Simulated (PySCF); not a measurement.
## How methods differ on the excitation energy of Ir

Ir [Xe] 4f14 5d7 6s2 (4F) → Ir [Xe] 4f14 5d9 (2D), as a difference of total energies. All numbers are calculated (PySCF 2.14, scalar relativity through the core potential, in def2-TZVPPD with the def2 core potential (60 electrons) (6s5p3d2f1g, 59 functions)). The calculations carry no spin-orbit coupling.

| method | excitation energy (eV) |
| --- | --- |
| LDA | 1.753 |
| PBE | 1.806 |
| PBE0 | 1.889 |
| r2SCAN | 2.373 |
| PW91 | 1.799 |
| M06-L | 2.051 |
| BP86 | 1.819 |

The Hartree-Fock determinant of the upper state isn't an eigenfunction of L²: it has lost the atom's symmetry, so its energy isn't that of a pure term.
